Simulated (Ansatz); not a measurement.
`[GeH3][S][GeH3]`: the same geometry under several functionals.

```yaml
crystal:
  periodic: [false, false, false]
  atoms:
    - {symbol: Ge, position_ang: [-0.832203, 0.755761, -1.242996]}
    - {symbol: S, position_ang: [1.255318, 0.669085, -0.488252]}
    - {symbol: Ge, position_ang: [0.927317, -0.725156, 1.209806]}
    - {symbol: H, position_ang: [-1.295809, -0.649276, -1.661945]}
    - {symbol: H, position_ang: [-0.806060, 1.701838, -2.449022]}
    - {symbol: H, position_ang: [-1.763520, 1.296972, -0.145534]}
    - {symbol: H, position_ang: [0.374867, -2.062503, 0.689244]}
    - {symbol: H, position_ang: [2.299049, -0.921807, 1.865493]}
    - {symbol: H, position_ang: [-0.070261, -0.111314, 2.206106]}
basis:
  gaussian: {orbitals: def2-TZVPP}
hamiltonian: {xc: r2scan, dispersion: d4}
output: {forces: true, orbitals: {seedname: orbitals}}
```

```sh
$ ansatz run in.yaml --threads 4 --pin off --events-out ev --progress --plain
```

Shortened log:

```
Functional definition: r2SCAN
1354 factors; their error is unknown
mean field evaluation 1: about -123968.5880 eV, gradient 2.9e1 eV
mean field evaluation 2: about -123968.5882 eV, gradient 3.4e1 eV
mean field evaluation 4: about -123969.6811 eV, gradient 2.2e0 eV
mean field evaluation 8: about -123969.6957 eV, gradient 3.5e-2 eV
mean field evaluation 16: about -123969.6709 eV, gradient 3.5e-5 eV
mean field -123969.67086157 eV, -4555.8013745019 hartree, gradient 3.5e-5 eV, S^2 0.000000; 0 other end points of the search recorded, 0 dependent functions left out
reference -123969.67087381 eV, -4555.8013749517 hartree; 43, 43 occupied and 179, 179 virtual orbitals, 1354 factors
Total energy: -123969.72007609 eV, -4555.8031831020 hartree
Atom 0 at    -0.832203     0.755761    -1.242996 Å, force    -0.063971     0.002378    -0.022637 eV/Å
Atom 1 at     1.255318     0.669085    -0.488252 Å, force     0.027497     0.014569    -0.010957 eV/Å
Atom 2 at     0.927317    -0.725156     1.209806 Å, force    -0.010488    -0.042632     0.051800 eV/Å
Atom 3 at    -1.295809    -0.649276    -1.661945 Å, force     0.013323     0.058897     0.013701 eV/Å
Atom 4 at    -0.806060     1.701838    -2.449022 Å, force     0.000391    -0.044390     0.057181 eV/Å
Atom 5 at    -1.763520     1.296972    -0.145534 Å, force     0.032545    -0.020817    -0.048241 eV/Å
Atom 6 at     0.374867    -2.062503     0.689244 Å, force     0.023465     0.050708     0.026636 eV/Å
Atom 7 at     2.299049    -0.921807     1.865493 Å, force    -0.064118     0.010430    -0.031955 eV/Å
Atom 8 at    -0.070261    -0.111314     2.206106 Å, force     0.041355    -0.029145    -0.035528 eV/Å
Dipole moment:    -0.211330    -0.114458     0.082489 e Å
```

Hardware: 4 threads of a server CPU on a shared host. Wall time 5.5 s, peak host memory 0.33 GiB.

The same input with `hamiltonian: {xc: {name: B2PLYP}}` and no forces (abridged; 5.5 s):

```
Functional definition: B2PLYP
mean field evaluation 16: about -123940.8488 eV, gradient 8.6e-6 eV
mean field -123940.84879241 eV, -4554.7421829963 hartree, gradient 8.6e-6 eV, S^2 0.000000
23 core orbitals not correlated: weight in the atoms' cores, before any rotation towards them, 1.000 or more for the frozen orbitals, at most 0.000 for the correlated occupied ones
second order -23.48530484 eV of doubles, -0.00000000 eV of singles
Total energy: -123947.19000552 eV, -4554.9752182801 hartree
```

Changing it to `hamiltonian: {xc: {name: B97M-V}}` and no forces (abridged; 9 s):

```
Functional definition: B97M-V
mean field -123947.27942600 eV, -4554.9785044221 hartree, gradient 6.6e-5 eV, S^2 0.000000
Total energy: -123947.27948753 eV, -4554.9785066831 hartree
```

The same input with `hamiltonian: {xc: {name: PBE-QIDH}}` and no forces (abridged; 6 s):

```
Functional definition: PBE-QIDH
mean field evaluation 16: about -123925.4742 eV, gradient 1.6e-5 eV
mean field -123925.47415231 eV, -4554.1771753940 hartree, gradient 1.7e-6 eV, S^2 0.000000
23 core orbitals not correlated: weight in the atoms' cores, before any rotation towards them, 1.000 or more for the frozen orbitals, at most 0.000 for the correlated occupied ones
second order -21.75023655 eV of doubles, -0.00000000 eV of singles
Total energy: -123932.72424449 eV, -4554.4436113674 hartree
```

With the line `hamiltonian: {xc: {name: B3LYP}, dispersion: d4}` (abridged; 5 s):

```
Functional definition: B3LYP
mean field -123974.09749446 eV, -4555.9640502601 hartree, gradient 4.5e-5 eV, S^2 0.000000
Total energy: -123974.45088046 eV, -4555.9770369560 hartree
Atom 0 force    -0.216157     0.038040    -0.115490 eV/Å
Atom 1 force     0.249615     0.134884    -0.097652 eV/Å
Atom 2 force     0.008022    -0.150707     0.196824 eV/Å
Atom 3 force    -0.012770    -0.000714    -0.003505 eV/Å
Atom 4 force    -0.010496     0.002745    -0.006700 eV/Å
Atom 5 force    -0.012797    -0.000219    -0.002997 eV/Å
Atom 6 force    -0.003275    -0.008588     0.009457 eV/Å
Atom 7 force     0.001602    -0.007393     0.010285 eV/Å
Atom 8 force    -0.003743    -0.008048     0.009778 eV/Å
Dipole moment:    -0.203743    -0.110352     0.079526 e Å
```

The same input with `hamiltonian: {xc: hse06, dispersion: d4}` and no forces (abridged; 3.8 s):

```
Functional definition: HSE06
mean field -123952.57877013 eV, -4555.1732517268 hartree, gradient 2.6e-5 eV, S^2 0.000000
Total energy: -123952.75328203 eV, -4555.1796649209 hartree
```

B3LYP takes the VWN-RPA correlation (the form of Gaussian; ORCA's B3LYP/G).

HSE06 is the plane-wave form, built on full-range PBE exchange.
